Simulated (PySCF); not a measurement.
Shapes and spin states of WOBr

Computed with PBE0 in PySCF with W def2-TZVP with ECP60, O def2-TZVP, Br def2-TZVP; scalar-relativistic core potentials, no spin–orbit coupling; density-fitted integrals.

Relaxations began from a few typed shapes and spin states; open shells are unrestricted. The search is not exhaustive: other isomers or separated fragments can lie lower, and high-lying points may rest on an excited occupation.

Q: Order these stationary points by electronic energy, lowest first, in kJ/mol from the lowest minimum.
A. quartet Cs: W–Br 2.453 Å, W–O 1.688 Å; Br–W–O 141.8°
B. broken-symmetry Ms = 1/2 (⟨S²⟩ 1.74) C∞v: W–Br 2.477 Å, W–O 1.697 Å; Br–W–O 180.0°
C. quartet C∞v: W–Br 2.484 Å, W–O 1.700 Å; Br–W–O 180.0°
D. broken-symmetry Ms = 1/2 (⟨S²⟩ 1.66) Cs: W–Br 2.420 Å, W–O 1.679 Å; Br–W–O 130.7°

A: A (0.0), C (10.0), D (59.2), B (78.7).

Q: Which of them are minima?

A: By energy in kJ/mol, 0.0: minimum; 10.0: saddle point, 2 imaginary modes; 59.2: minimum; 78.7: saddle point, 2 imaginary modes.

Formally W is in oxidation state +3, d3, with 3 unpaired electrons (the high-spin count). The Mulliken spin on W is 3.21. The polar-tensor charge on W, 1.19, is far below the formal one.

For the lowest minimum: with open d or f shells other occupations or spin states may lie lower. Spin–orbit coupling, left out here, can matter for elements this heavy.

The electron or spin density has lower symmetry than the nuclear frame for the broken-symmetry Ms = 1/2 (⟨S²⟩ 1.74) C∞v at 78.7 kJ/mol.
